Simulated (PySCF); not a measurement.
# One molecule, several mistakes: AlBCH6Si

All numbers below are calculated, not measured. They come from PySCF 2.14.0, an open-source quantum chemistry program, on an isolated molecule that a program drew, which may never have been made. The molecule is AlBCH6Si (charge 0, singlet), drawn as the SMILES string `B[C]([AlH2])=[SiH2]`.

Each row is a Hartree-Fock (HF) and frozen-core CCSD(T) single point in the cc-pV(D+d)Z basis, meant for a local HF minimum. Run 1 is clean. Each other run has one planted mistake out of seven kinds, and not every kind appears here: one electron removed, one electron added, multiplicity raised by two, geometry at a saddle point, minimal basis STO-3G, one bond length entered in bohr, all coordinates scaled. The reference is restricted for singlets and unrestricted otherwise, and also for a bond in bohr. Adding or removing an electron swaps singlet and doublet. Electrons count all cores. HOMO and LUMO are orbital energies over both spins, the gradient is its largest component, and the lowest frequency (negative if imaginary) is given only where the gradient is small. Bond lengths are over the 9 bonds as drawn. T1 is the CCSD diagnostic: over 0.02 (restricted) or 0.045 (unrestricted) a single reference is doubtful.

Geometry of the clean run:
```xyz
10
AlBCH6Si, angstrom
B    -0.3451    0.4945    1.6479
C     0.1394   -0.0752    0.2957
Al   -0.1572   -1.9030   -0.2445
Si    0.9662    1.0532   -0.6916
H    -0.9439   -0.1860    2.4429
H    -0.1417    1.6454    1.9600
H     0.3810   -2.3979   -1.6545
H    -0.9262   -2.9219    0.6885
H     1.5229    0.7542   -2.0252
H     1.2166    2.4578   -0.3215
```

```
run,electrons,basis functions,<S^2>,HOMO (eV),LUMO (eV),gradient (hartree/bohr),lowest frequency (cm^-1),mean bond (Å),longest bond (Å),T1,HF (hartree),CCSD(T) (hartree),mistake
1,44,104,0.000,-9.51,0.76,2.6e-05,153,1.5245,1.929,0.0130,-596.84443,-597.29434,no fault
2,44,104,0.000,-9.65,0.81,8.8e-03,-,1.5017,1.900,0.0127,-596.84234,-597.29037,all coordinates scaled
3,43,104,0.755,-15.55,-7.07,4.8e-02,-,1.5245,1.929,0.0116,-596.54810,-596.94631,one electron removed
4,44,104,2.022,-6.48,-1.10,7.5e-02,-,1.5245,1.929,0.0162,-596.75928,-597.17671,?
5,44,34,0.000,-6.26,5.54,4.1e-02,-,1.5245,1.929,0.0133,-589.79104,-590.02801,?
```

**Which mistake was planted in run 4, and what did it cost?**

Electrons, basis and geometry are unchanged, and <S^2> is 2.022, beside S(S+1) = 2.00 for a multiplicity of 3. So the mistake is: multiplicity raised by two. Subtracting run 1 and multiplying by 627.51 kcal/mol a hartree, the energy moved by 53.4 kcal/mol in HF and 73.8 kcal/mol in CCSD(T).

**Which mistake was planted in run 5, and what did it cost?**

It has 34 basis functions where the clean run has 104, with the same electrons and geometry. So the mistake is: minimal basis STO-3G. Subtracting run 1 and multiplying by 627.51 kcal/mol a hartree, the energy moved by 4426.1 kcal/mol in HF and 4559.7 kcal/mol in CCSD(T).

